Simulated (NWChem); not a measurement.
# sulfur trioxide (O$_{3}$S)

```
S
O 1 1.4693
O 1 1.4693 2 120.00
O 1 1.4693 2 120.00 3 180.00
```
Charge 0, spin multiplicity 1.

Program: NWChem. The geometry was optimised at PBE/def2-SVP, a minimum by its harmonic frequencies.

The correlated methods keep 8 core orbitals frozen.

Worked example. A B2PLYP run in STO-3G ends its self-consistent part (53 % exact exchange, 47 % B88, 73 % LYP) at -615.43195 Ha, and second-order perturbation theory on those orbitals gives -0.37390 Ha unscaled.

The perturbative term enters with the weight 0.27: -615.43195 + 0.27·(-0.37390) = -615.53290 Ha is the total energy.
